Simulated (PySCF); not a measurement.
**Electric field gradients and quadrupole coupling constants**

C8H10N2.
Geometry (PBE0-D3(BJ)/def2-SVP, Å), atoms numbered from 1 in this order:
```
atom  x, y, z in Å
N1     3.1902    1.1138    0.3104
C2     2.3530    0.5154   -0.2202
C3     1.2621   -0.2281   -0.8551
C4     0.7217   -1.3075    0.0980
C5     0.0104   -0.6948    1.2968
C6    -1.1132    0.2615    0.8628
C7    -2.2038   -0.4822    0.2276
N8    -3.0407   -1.0808   -0.3032
C9    -0.5727    1.3409   -0.0902
C10    0.1386    0.7283   -1.2890
H11    1.6877   -0.7146   -1.7481
H12    1.5404   -1.9613    0.4332
H13    0.0196   -1.9384   -0.4716
H14    0.7277   -0.1175    1.9034
H15   -0.3942   -1.4855    1.9458
H16   -1.5390    0.7479    1.7558
H17    0.1295    1.9717    0.4796
H18   -1.3914    1.9949   -0.4253
H19   -0.5787    0.1512   -1.8958
H20    0.5433    1.5191   -1.9378
```

Field gradients from the PBE0/pcSseg-1 density (PySCF, non-relativistic), principal values in atomic units, ordered |Vxx| ≤ |Vyy| ≤ |Vzz|:

```tsv
atom	Vxx	Vyy	Vzz
N1	0.4677	0.4743	-0.9421
N8	0.4678	0.4743	-0.9421
```

**Question.** Find the asymmetry η = (Vxx − Vyy)/Vzz and the couplings χ = eQV/h (234.96 MHz × Q in barn × V in au), with Q(14N) = 0.02044 b.

**Answer.** 
```json
{"atom": "N1", "environment": "nitrile nitrogen", "nucleus": "14N", "η": "0.01", "χzz (MHz)": "-4.524", "χxx (MHz)": "2.246", "χyy (MHz)": "2.278"}
{"atom": "N8", "environment": "nitrile nitrogen", "nucleus": "14N", "η": "0.01", "χzz (MHz)": "-4.524", "χxx (MHz)": "2.246", "χyy (MHz)": "2.278"}
```

The gradient is axial or nearly so (η below 0.05) at N1 and N8. The tensor is traceless: Vxx + Vyy + Vzz = 0.

**Question.** What is Vzz at N1 in SI units (1 au = 9.71736 × 10²¹ V/m²)?

**Answer.** -0.9421 au = -9.154 × 10²¹ V/m².

**Question.** And the gradient at the other heavy atoms, for which no coupling is worked out here?

**Answer.** 
| atom | environment | Vzz (au) | η |
| --- | --- | --- | --- |
| C2 | nitrile carbon | -0.412 | 0.01 |
| C3 | sp3 carbon next to a nitrile | 0.195 | 0.16 |
| C4 | ring CH2 carbon | 0.103 | 0.69 |
| C5 | ring CH2 carbon | 0.103 | 0.69 |
| C6 | sp3 carbon next to a nitrile | 0.195 | 0.16 |
| C7 | nitrile carbon | -0.412 | 0.01 |
| C9 | ring CH2 carbon | 0.103 | 0.69 |
| C10 | ring CH2 carbon | 0.103 | 0.69 |

**Question.** What couplings would deuterons (Q(2H) = 0.00286 b) have in place of the hydrogens, at this geometry?

**Answer.** 
| atom | bonded to | bond length (Å) | Vzz (au) | η | χzz (kHz) |
| --- | --- | --- | --- | --- | --- |
| H11 | C3 | 1.102 | 0.2800 | 0.03 | 188 |
| H12 | C4 | 1.100 | 0.2863 | 0.03 | 192 |
| H13 | C4 | 1.103 | 0.2792 | 0.02 | 188 |
| H14 | C5 | 1.103 | 0.2791 | 0.02 | 188 |
| H15 | C5 | 1.100 | 0.2864 | 0.03 | 192 |
| H16 | C6 | 1.102 | 0.2800 | 0.03 | 188 |
| H17 | C9 | 1.103 | 0.2792 | 0.02 | 188 |
| H18 | C9 | 1.100 | 0.2863 | 0.03 | 192 |
| H19 | C10 | 1.103 | 0.2791 | 0.02 | 188 |
| H20 | C10 | 1.100 | 0.2864 | 0.03 | 192 |

One conformer (not necessarily the lowest) at the PBE0-D3(BJ)/def2-SVP geometry, without solvent, vibrations or thermal averaging. The basis is small and wasn't made for field gradients, so the couplings can be 20 % off.
